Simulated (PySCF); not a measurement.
A structure optimised at PBE0-D3(BJ)/def2-SVP, used in a PySCF frequency run:

```
Si
H 1 1.4968
H 1 1.4968 2 108.61
Si 1 2.3466 2 109.78 3 120.10
H 4 1.4956 1 109.15 2 61.65
H 4 1.4956 5 107.88 1 -118.51
S 4 2.1489 5 112.94 6 -125.56
Au 7 2.2711 4 100.95 5 61.37
Si 1 2.3481 2 109.43 3 -119.48
H 9 1.4968 1 109.43 2 -61.12
H 9 1.4968 10 108.61 1 119.48
Si 9 2.3466 10 109.78 11 120.10
H 12 1.4956 9 109.15 10 61.65
H 12 1.4956 13 107.88 9 -118.51
S 12 2.1489 13 112.94 14 -125.56
Au 15 2.2711 12 100.95 13 61.37
```
Charge 0, spin multiplicity 1.

**Question.** Write its SMILES, formula and point group.

**Answer.** [Au][S][SiH2][SiH2][SiH2][SiH2][S][Au], Au₂H₈S₂Si₄, C2

**Question.** What are its rotational constants (standard atomic weights)?

**Answer.** 3.1802, 0.028703, 0.028484 GHz
